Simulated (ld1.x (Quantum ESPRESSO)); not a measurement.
What one change does to a pseudopotential (Sn, PAW)

| Item | Value |
| --- | --- |
| Element | tin (Sn) |
| Generator | ld1.x (Quantum ESPRESSO) 7.5 |
| Type | PAW |
| Functional | Wu–Cohen |
| Relativity | scalar-relativistic |
| Frozen core | [Kr] |
| Valence charge | 14 |
| Reference configuration | 4d10 5s1.5 5p2.5 |
| Partial waves | 5s (bound): rcut 1.40, rcutus 1.80 bohr; 5s channel at -0.1 Ry: rcut 1.40, rcutus 1.80 bohr; 5p (bound): rcut 2.50, rcutus 3.00 bohr; 5p channel at 0.8 Ry: rcut 2.50, rcutus 3.00 bohr; 4d (bound): rcut 0.85, rcutus 1.05 bohr; 4d channel at 2.2 Ry: rcut 0.85, rcutus 1.05 bohr |
| Local potential | all-electron potential smoothed inside 2.75 bohr (lloc = -1) |
| Core correction | Bessel-smoothed model core, default radius (core density twice the valence density) |
| Augmentation charge | PSQ, inside the norm-conserving radii |

Change: wave 4d channel at 2.2 Ry: rcut 0.85, rcutus 1.05 bohr becomes 4d channel at -1.79 Ry: rcut 0.85, rcutus 1.05 bohr.

Cutoffs: the cutoffs (Ry, on a coarse ladder) from which the occupation-weighted sum of valence levels, in a spherical-Bessel basis at the reference potential, stays within 10 and 1 mRy of its value at 400 Ry; they do not see the model core or the augmentation charge, which bear on the density cutoff. Errors are all-electron minus pseudo energies relative to the spin-unpolarised reference configuration.

Q: How do hardness, ghosts and transferability respond?

A: The potential gets neither clearly harder nor softer (110 Ry and 200 Ry → 110 Ry and 200 Ry); the errors of the 7 common tests hardly move; neither file shows a bound ghost.

| quantity | base | changed |
| --- | --- | --- |
| cutoff, loose | 110 Ry | 110 Ry |
| cutoff, tight | 200 Ry | 200 Ry |
| bound ghosts | none | none |
| error for 4d10 5s2 5p2, meV [ΔE -3.48 eV] | +0.4 | +0.4 |
| error for 4d10 5s2 5p1, meV [ΔE 3.42 eV] | -1.0 | -1.2 |
| error for 4d10 5s2 5p0, meV [ΔE 17.41 eV] | -5.1 | -5.3 |
| error for 4d10 5s1 5p2, meV [ΔE 11.13 eV] | -2.1 | -2.3 |
| error for 4d10 5s1 5p0, meV [ΔE 48.45 eV] | -16 | -16 |
| error for 4d10 5s0 5p4, meV [ΔE 10.79 eV] | +0.1 | 0.0 |
| error for 4d10 5s1 5p3, meV [ΔE 3.54 eV] | -0.3 | -0.4 |
| s: phases at 3.26 bohr within 0.05 rad from the reference energy up to (Ry; the scan ends near 5) | to the end of the scan | to the end of the scan |
| p: phases at 3.26 bohr within 0.05 rad from the reference energy up to (Ry; the scan ends near 5) | 2.4 | 2.4 |
| d: phases at 3.26 bohr within 0.05 rad from the reference energy up to (Ry; the scan ends near 5) | 4.3 | 3.9 |
| lowest overlap eigenvalue by channel | s 0.71, p 0.59, d 0.96 | s 0.71, p 0.59, d 0.96 |
